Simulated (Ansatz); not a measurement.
Abridged output of a molecular run in Ansatz:

```
Functional definition: HF
1127 factors; integrals over basis functions are off by at most 8.9e-4 eV
mean field evaluation 1: about -16720.9753 eV, gradient 4.2e1 eV
mean field evaluation 2: about -16721.2601 eV, gradient 4.2e1 eV
mean field evaluation 4: about -16725.1609 eV, gradient 4.0e0 eV
mean field evaluation 8: about -16725.2523 eV, gradient 5.6e-1 eV
mean field evaluation 16: about -16725.2550 eV, gradient 2.5e-6 eV
mean field -16725.25498355 eV, -614.6417838606 hartree, gradient 2.5e-6 eV, S^2 0.000000; 0 other end points of the search recorded, 0 dependent functions left out
9 core orbitals not correlated: weight in the atoms' cores, before any rotation towards them, 1.000 or more for the frozen orbitals, at most 0.000 for the correlated occupied ones
reference -16725.25498355 eV, -614.6417838606 hartree; 13, 13 occupied and 158, 158 virtual orbitals, 1127 factors
second order -23.14330746 eV of doubles, -0.00000000 eV of singles
cycle   1  -22.90202705 eV  change    2.4e-1 eV  update   1.2e-1
cycle   2  -23.51511646 eV  change   -6.1e-1 eV  update   3.7e-2
cycle   3  -23.65526884 eV  change   -1.4e-1 eV  update   1.9e-2
cycle   4  -23.63910755 eV  change    1.6e-2 eV  update   5.4e-3
cycle   5  -23.63491935 eV  change    4.2e-3 eV  update   2.8e-3
cycle   6  -23.63633847 eV  change   -1.4e-3 eV  update   1.2e-3
cycle   7  -23.63601443 eV  change    3.2e-4 eV  update   5.5e-4
cycle   8  -23.63578267 eV  change    2.3e-4 eV  update   2.7e-4
cycle   9  -23.63594799 eV  change   -1.7e-4 eV  update   1.4e-4
cycle  10  -23.63599481 eV  change   -4.7e-5 eV  update   6.1e-5
cycle  11  -23.63595994 eV  change    3.5e-5 eV  update   2.5e-5
cycle  12  -23.63599270 eV  change   -3.3e-5 eV  update   1.0e-5
cycle  13  -23.63599419 eV  change   -1.5e-6 eV  update   3.5e-6
perturbative correction -1.14098988 eV, -0.0419306047 hartree
Total energy: -16750.03196762 eV, -615.5523212307 hartree
```

Its atoms:

Cartesian coordinates in Å:
```
F 1.360 -0.077 -1.719
C 0.557 -0.033 -0.698
N 0.814 -0.443 0.479
B -0.532 -0.019 0.858
S -1.088 0.637 -0.811
H -1.110 -0.066 1.892
```

Which basis set was used?
A. def2-TZVPP
B. cc-pV(D+d)Z
C. def2-SVPD
D. def2-SVP

A. It gives 180 functions.

Write the keys of the input that set method, charge and spin (a neutral closed shell needs none for the last two).


```yaml
correlation: {method: ccsd_t}
```
